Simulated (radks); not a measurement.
Question: These are the eigenvalues of the occupied orbitals of an atom or ion with whole-number occupations (eV). Calculated with a radial shooting solver on a logarithmic mesh with Libxc functionals: Dirac Kohn-Sham, PBE, spin-unpolarised, spherical densities, point nucleus.

| orbital | eigenvalue |
|---|---|
| 1s1/2 | -59286.99 |
| 2s1/2 | -10055.78 |
| 2p1/2 | -9586.417 |
| 2p3/2 | -8606.487 |
| 3s1/2 | -2318.684 |
| 3p1/2 | -2112.438 |
| 3p3/2 | -1905.626 |
| 3d3/2 | -1554.108 |
| 3d5/2 | -1508.961 |
| 4s1/2 | -514.1870 |
| 4p1/2 | -431.0614 |
| 4p3/2 | -383.5244 |
| 4d3/2 | -246.5574 |
| 4d5/2 | -237.7620 |
| 5s1/2 | -105.3057 |
| 5p1/2 | -80.1078 |
| 5p3/2 | -72.3578 |
| 4f5/2 | -69.9727 |
| 4f7/2 | -68.4806 |
| 5d3/2 | -37.5973 |
| 6p1/2 | -24.1646 |

Which element is it, and in what charge state? The configuration may be excited. Open shells, if any, fill j = l - 1/2 first.

Answer: Z = 69, thulium, charge +3: Tm3+ in [Xe] 4f9 5d1 6p2. The list shows which subshells hold electrons but not how many an open one holds; the 1s level, -2178.8 hartree, gives Z - s = 66.0 by -(Z - s)^2/2, which with screening and relativity narrows Z to a few neighbours, and the depths of the outer levels then fix element, charge and occupations together.
